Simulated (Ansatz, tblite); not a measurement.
Removing and adding an electron: Ga13N14H34⁺, a nanocrystal cut from wurtzite GaN (hydrogen-capped). Total charge 1; singlet. Geometry: PBE-D4/def2-SVP. Ansatz, gas phase; energy differences of separate SCF runs; the oxidised species was run as a doublet alone; the reduced species was run as a doublet alone.

```xyz
61

N     1.845   -2.119   -2.305
Ga    0.509   -3.085   -1.069
N    -1.249   -2.899   -1.999
N    -0.637   -0.175   -3.574
Ga   -2.028   -1.097   -2.366
N     3.440   -1.168    0.099
Ga    2.627   -0.413   -1.580
Ga    2.131   -2.119    1.374
N     0.437   -1.931    0.473
Ga   -0.872   -2.896    1.724
N     1.156    0.775   -1.074
Ga    0.341    1.378   -2.748
Ga   -0.160   -0.108    0.149
N    -1.901   -0.100   -0.722
N    -2.234   -1.499    2.075
Ga   -3.301   -0.994    0.482
N    -1.261    2.512   -2.304
Ga   -2.663    1.635   -1.075
N     2.055   -0.931    2.979
N     2.742    1.839    1.520
Ga    1.984    2.357   -0.271
Ga    1.417    0.956    2.827
N    -0.220    0.902    1.812
Ga   -1.555    0.047    3.114
N     0.523    3.575    0.385
Ga   -0.838    2.722    1.675
N    -2.541    2.667    0.632
H     2.622   -2.783   -2.452
H     1.490   -1.977   -3.261
H     1.020   -4.566   -0.969
H    -1.306   -3.512   -2.827
H    -1.921   -3.319   -1.328
H     0.028   -0.831   -4.007
H    -1.162    0.182   -4.388
H    -3.354   -1.138   -3.205
H     4.129   -1.884   -0.181
H     4.027   -0.463    0.565
H     3.724    0.179   -2.543
H     2.764   -3.527    1.657
H    -1.485   -4.072    0.834
H    -0.021   -3.198    3.041
H     1.287    2.090   -3.787
H    -2.915   -1.956    2.707
H    -3.756   -2.294   -0.327
H    -4.330    0.174    0.839
H    -1.753    2.720   -3.187
H    -0.966    3.446   -1.987
H    -4.036    1.797   -1.817
H     2.918   -0.995    3.539
H     1.333   -1.380    3.576
H     3.617    1.309    1.402
H     3.064    2.702    1.985
H     3.040    3.133   -1.147
H     1.533    1.774    4.162
H    -0.660   -0.447    4.341
H    -2.696    1.147    3.300
H     0.086    4.071   -0.404
H     0.969    4.343    0.913
H    -0.889    3.672    2.923
H    -3.193    2.163    1.264
H    -2.957    3.605    0.537
```

The xTB rows come from tblite. Single mean-field runs in def2-TZVP are fitted with def2-universal-jkfit.

```json
{"level": "GFN1-xTB", "−HOMO (eV)": "11.62", "vertical IE (eV)": "13.19", "−LUMO (eV)": "7.39", "vertical EA (eV)": "5.92", "HOMO–LUMO gap (eV)": "4.23", "IE − EA (eV)": "7.27"}
{"level": "GFN2-xTB", "−HOMO (eV)": "13.43", "vertical IE (eV)": "15.09", "−LUMO (eV)": "9.83", "vertical EA (eV)": "8.24", "HOMO–LUMO gap (eV)": "3.60", "IE − EA (eV)": "6.85"}
{"level": "PBE-D4/def2-TZVP", "−HOMO (eV)": "8.47", "vertical IE (eV)": "–", "−LUMO (eV)": "4.47", "vertical EA (eV)": "3.17", "HOMO–LUMO gap (eV)": "4.00", "IE − EA (eV)": "–"}
{"level": "BLYP-D4/def2-TZVP", "−HOMO (eV)": "8.36", "vertical IE (eV)": "–", "−LUMO (eV)": "4.42", "vertical EA (eV)": "3.19", "HOMO–LUMO gap (eV)": "3.94", "IE − EA (eV)": "–"}
{"level": "PBE0-D4/def2-TZVP", "−HOMO (eV)": "9.65", "vertical IE (eV)": "10.97", "−LUMO (eV)": "3.62", "vertical EA (eV)": "2.74", "HOMO–LUMO gap (eV)": "6.02", "IE − EA (eV)": "8.23"}
```

Run but left out: PBE-D4/def2-TZVP, BLYP-D4/def2-TZVP (charge +2 doublet: an occupied level 0.05 to 0.07 eV above an empty one).   Raw xTB energy differences between charge states are shifted by several eV; the methods need an empirical correction for them.
